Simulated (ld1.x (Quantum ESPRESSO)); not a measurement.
**Before and after: TM potential for phosphorus (P)**

ld1.x (Quantum ESPRESSO) 7.5 input, shortened:

```
&input
   title='P', zed=15., rel=0, dft='PBESOL', iswitch=3,
   config='[Ne] 3s1.75 3p3.25 3d-2'
 /
 &inputp
   pseudotype=2, tm=.true., lloc=-1, rcloc=1.30,
   nlcc=.false.
 /
3
3S  1  0   1.75   0.00  1.30  1.30  0.0
3P  2  1   3.25   0.00  1.70  1.70  0.0
3D  3  2  -2.00   0.15  1.65  1.65  0.0
 &test
   configts(1)='3s1.75 3p3.25'
 /
```

Change: wave 3s (bound): rc 1.30 bohr becomes 3s (bound): rc 2.00 bohr.

Cutoffs: the cutoffs (Ry, on a coarse ladder) from which the occupation-weighted sum of valence levels, in a spherical-Bessel basis at the reference potential, stays within 10 and 1 mRy of its value at 400 Ry; they do not see the model core or the augmentation charge, which bear on the density cutoff. Errors are all-electron minus pseudo energies relative to the spin-unpolarised reference configuration.

**Question.** Predict the effect on cutoff, ghosts and configuration errors.

**Answer.** The potential gets softer (35 Ry and 80 Ry → 18 Ry and 35 Ry); of the 7 tests that both files solve, the error grows in 2 and shrinks in 2 by more than 15 % and 0.3 meV (median size 8.1 → 6.2 meV); neither file shows a bound ghost. A larger radius leaves more room for a smooth pseudo-wave, so fewer plane waves are needed.

```tsv
quantity	base	changed
cutoff, loose	35 Ry	18 Ry
cutoff, tight	80 Ry	35 Ry
loose cutoff by channel (10 mRy a level)	s 18 Ry, p 8 Ry	s 12 Ry, p 8 Ry
bound ghosts	none	none
error for 3s2 3p3, meV [ΔE -2.09 eV]	+0.2	0.0
error for 3s2 3p2, meV [ΔE 7.62 eV]	+4.7	+6.2
error for 3s2 3p1, meV [ΔE 26.74 eV]	+34	+44
error for 3s1 3p3, meV [ΔE 16.62 eV]	+8.1	+4.7
error for 3s0 3p5, meV [ΔE 14.88 eV]	+12	+8.8
error for 3s2 3p3.3, meV [ΔE -3.39 eV]	+0.4	+0.2
error for 3s1 3p0, meV [ΔE 108.25 eV]	+295	+316
```
